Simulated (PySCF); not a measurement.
A mixed set of molecules. Method used: TDDFT B3LYP/def2-SVPD, vertical, gas phase, core orbitals frozen in the response in PySCF. Geometries: PBE0-D3(BJ)/def2-SVP; one conformer of each isolated species. Triplets are in the Tamm–Dancoff approximation. Relativistic effects are left out although some hold elements past zinc.

Question: Rank by computed lowest singlet excitation energy, highest first.
A. `CC[C@H](O)C1=CC=C(F)C=C1`
B. `[GeH2]1[CH2][C@H](C[CH2]1)F`
C. `CN[C@H]1C=NCC1`
D. `CC(C)[SiH]1CC=CC1`

Answer: B (7.09 eV), D (6.29 eV), A (5.17 eV), C (4.59 eV).

| SMILES | S1 (eV) | T1 (eV) | LUMO (eV) | gap (eV) | f (S1) | S1 mainly |
| --- | --- | --- | --- | --- | --- | --- |
| F[C@H]1C[CH2][GeH2][CH2]1 | 7.09 | – | 0.13 | 7.99 | 0.001 | H→L (99%) |
| CC(C)[SiH]1CC=CC1 | 6.29 | 4.33 | 0.27 | 7.03 | 0.002 | H→L+1 (73%) |
| CC[C@H](O)c1ccc(F)cc1 | 5.17 | 4.08 | -0.85 | 6.03 | 0.014 | H→L (74%) |
| CN[C@H]1C=NCC1 | 4.59 | 4.01 | -0.46 | 5.72 | 0.011 | H→L (95%) |

H and L stand for HOMO and LUMO; a dash means that no computed state gives the value.
